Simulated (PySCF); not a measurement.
Two species compared at the same levels of theory.

First species: C6H12FNSi.
Z-matrix (Å and degrees, GFN2-xTB geometry), rows numbered from 1:
```
C 
N   1  1.4422
Si  2  1.7105  1  125.64
F   3  1.6266  2  101.15  1   178.55
C   3  1.8656  2  116.40  1   -55.52
C   5  1.3337  3  111.76  2   130.64
C   6  1.4988  5  124.49  3   179.76
C   6  1.5060  5  118.09  3     0.75
C   8  1.5382  6  111.48  5    -5.90
H   1  1.0871  2  108.83  3    23.66
H   1  1.0922  2  110.29  3   142.80
H   1  1.0953  2  112.23  3   -96.25
H   2  1.0076  1  113.16  3   159.76
H   5  1.0778  3  127.07  2   -49.42
H   7  1.0876  6  111.23  5  -179.06
H   7  1.0895  6  110.39  5    60.31
H   7  1.0892  6  110.37  5   -58.41
H   8  1.0935  6  109.15  5  -129.08
H   8  1.0940  6  107.86  5   115.41
H   9  1.0891  3  111.20  2    -9.88
H   9  1.0879  3  112.90  2   109.77
```

Second species: C₅H₁₂O₂Si.
SMILES with atom numbers: `[CH3:1][CH2:2]/[CH:3]=[CH:4]\[CH2:5][O:6][SiH2:7][OH:8]` (hydrogens: H9, H10, H11 on C1; H12, H13 on C2; H14 on C3; H15 on C4; H16, H17 on C5; H18, H19 on Si7; H20 on O8)

Levels: PBE0/pcSseg-1 for HOMO energy, LUMO energy and HOMO–LUMO gap. Geometries: GFN2-xTB. Each structure is a single optimised conformer of the isolated species, non-relativistic unless stated. Electronic properties by PySCF.

Values for the first species:

| Item | Value |
| --- | --- |
| HOMO energy | -6.61 eV |
| LUMO energy | -0.12 eV |
| HOMO–LUMO gap | 6.49 eV |

(1) Estimate the same properties for the second species, and the change in each.

Answers

(1) 
```tsv
property	first	second	second less first
HOMO energy	-6.61 eV	-7.16 eV	-0.55 eV
LUMO energy	-0.12 eV	0.26 eV	+0.38 eV
HOMO–LUMO gap	6.49 eV	7.42 eV	+0.93 eV
```

On the first:  GFN2-xTB frequencies show an imaginary mode (116i cm⁻¹), so this geometry is no minimum at that level.

